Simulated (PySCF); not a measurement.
**Deuteron quadrupole couplings in `C#CP(CC(F)(F)F)C1CC1`**

Species: C7H8F3P.
Numbering: `[CH:1]#[C:2][P:3]([CH2:4][C:5]([F:6])([F:7])[F:8])[CH:9]1[CH2:10][CH2:11]1` (hydrogens: H12 on C1; H13, H14 on C4; H15 on C9; H16, H17 on C10; H18, H19 on C11)

Cartesian coordinates in Å at the GFN2-xTB level; atoms count from 1:
```
atom  x, y, z in Å
C1    -0.629    3.275   -0.898
C2    -0.507    2.079   -0.873
P3    -0.252    0.336   -1.027
C4    -1.784   -0.124   -0.028
C5    -1.778   -1.604    0.249
F6    -1.005   -1.931    1.296
F7    -1.322   -2.315   -0.794
F8    -3.002   -2.087    0.528
C9     0.995    0.161    0.309
C10    1.823   -1.093    0.334
C11    2.444    0.193   -0.094
H12   -0.753    4.319   -0.870
H13   -1.835    0.418    0.920
H14   -2.669    0.112   -0.624
H15    0.727    0.612    1.260
H16    2.083   -1.505    1.297
H17    1.634   -1.842   -0.422
H18    2.678    0.322   -1.141
H19    3.142    0.681    0.569
```

Level: PBE0/pcSseg-1 (PySCF, non-relativistic); Q(2H) = 0.00286 b; rigid geometry, the same for H and D, with no vibrational averaging.

**Question.** Rank these positions by the coupling χzz of a deuteron there, largest first.
A. H15 (methine hydrogen)
B. H12 (alkyne hydrogen)
C. H18 (methylene hydrogen)
D. H14 (methylene hydrogen)

**Answer.** B (262 kHz), C (220 kHz), A (214 kHz), D (201 kHz).

**Question.** What are Vzz, η and χzz (234.96 MHz × Q × Vzz) at all hydrogens?

**Answer.** 
| atom | bonded to | bond length (Å) | Vzz (au) | η | χzz (kHz) |
| --- | --- | --- | --- | --- | --- |
| H12 | C1 | 1.051 | 0.3899 | 0.01 | 262 |
| H13 | C4 | 1.093 | 0.2989 | 0.04 | 201 |
| H14 | C4 | 1.093 | 0.2990 | 0.04 | 201 |
| H15 | C9 | 1.086 | 0.3185 | 0.09 | 214 |
| H16 | C10 | 1.079 | 0.3315 | 0.07 | 223 |
| H17 | C10 | 1.080 | 0.3263 | 0.07 | 219 |
| H18 | C11 | 1.081 | 0.3269 | 0.07 | 220 |
| H19 | C11 | 1.079 | 0.3317 | 0.07 | 223 |

**Question.** How does χzz go with the bond length over the 8 C–H bonds?

**Answer.** A straight-line fit has a slope of -14.6 kHz for each 0.01 Å, with a correlation coefficient of -1.00, over lengths from 1.051 to 1.093 Å. The longer bonds have the smaller couplings here.

**Question.** Give the 2H NMR doublet splittings at H13 for a magnetic field along the z, y and x axes of the gradient: 3χ/2, 3χ(1 + η)/4, 3χ(1 − η)/4.

**Answer.** With |χ| = 200.8 kHz and η = 0.039: 301, 156 and 145 kHz, to first order and without motion.

Geometry: GFN2-xTB, one conformer, isolated molecule. GFN2-xTB bond lengths can be off by several hundredths of an ångström, more for odd bonds, and the gradients follow them. The basis is small and wasn't made for field gradients, so the couplings can be 20 % off.
